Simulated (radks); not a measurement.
Q: The sulfur ion S10+, configuration [He] 2s2 2p2. Method: non-relativistic Kohn-Sham, TPSS, spin-polarised, spherical densities, point nucleus; open shells are filled with parallel spins first; meta-GGA in the generalised Kohn-Sham scheme; computed with a radial shooting solver on a logarithmic mesh with Libxc functionals. Some entries of the table are withheld. Estimate them.

| orbital | occ. | eigenvalue (hartree) | <r^2> (bohr^2) | <1/r> (bohr^-1) |
|---|---|---|---|---|
| 1s up | 1 | -102.8400 | 0.01260 | 15.60 |
| 1s down | 1 | -102.5935 | 0.01252 | 15.63 |
| 2s up | 1 | -19.07397 | 0.2171 | 3.427 |
| 2s down | 1 | -18.60580 | 0.2220 | 3.375 |
| 2p up | 2 | -17.54557 | (1) | (2) |
| 2p down | 0 | -16.96994 | (3) | (4) |

A: 
(1) 2p up <r^2> (bohr^2): 0.1739
(2) 2p up <1/r> (bohr^-1): 3.354
(3) 2p down <r^2> (bohr^2): 0.1798
(4) 2p down <1/r> (bohr^-1): 3.312
